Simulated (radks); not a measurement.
Question: These are the eigenvalues of the occupied orbitals of an atom or ion with whole-number occupations (eV). Calculated with a radial shooting solver on a logarithmic mesh with Libxc functionals: scalar-relativistic Kohn-Sham, LDA (Slater exchange, Perdew-Wang correlation), spin-unpolarised, spherical densities, point nucleus.

orbital  eigenvalue
1s        -83210.93
2s        -14822.26
2p        -12797.04
3s        -3584.463
3p        -2999.513
3d        -2383.650
4s        -856.1335
4p        -664.2842
4d        -436.7763
5s        -204.5498
4f        -184.2536
5p        -151.3272
5d         -89.6208

Which element is it, and in what charge state? The configuration may be excited.

Answer: Z = 80, mercury, charge +6: Hg6+ in [Xe] 4f14 5d6. The list shows which subshells hold electrons but not how many an open one holds; the 1s level, -3057.9 hartree, gives Z - s = 78.2 by -(Z - s)^2/2, which with screening and relativity narrows Z to a few neighbours, and the depths of the outer levels then fix element, charge and occupations together.
